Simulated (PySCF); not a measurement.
Br₂Sn, SMILES [Br][Sn][Br] (connectivity only; charge and spin as stated), charge +1, multiplicity 2. Atoms are numbered in the order given.

```xyz
3

Sn     0.0000     0.0000     0.7461
Br     0.0000    -2.1390    -0.5329
Br     0.0000     2.1390    -0.5329
```
Charge +1, spin multiplicity 2.

The structure is a stationary point at PBE-D3(BJ)/def2-SVP. The multiplicity is an assumed one; other spin states were not compared. The isomer is the one that the SMILES or the coordinates give; other isomers of the formula were not compared. The def2 effective core potentials stand for the cores of Sn; spin–orbit coupling is left out.

Method: CAM-B3LYP/def2-TZVPD (PySCF).

The molecule is in vacuum.

Q: Estimate the frontier levels, dipole moment and polarisability. (An estimate is asked for; the answer gives what the named calculation found.)

A: 
- α spin, highest occupied and lowest empty level: -14.85 and -7.84 eV
- β spin, highest occupied and lowest empty level: -15.16 and -10.36 eV
- dipole moment about the centre of nuclear charge: 2.49 D
- mean static polarisability: 84.4 bohr³ (12.50 Å³)
- polarisability, principal values: 52.1, 67.7, 133.3 bohr³
- ⟨S²⟩: 0.764 (pure state 0.75)
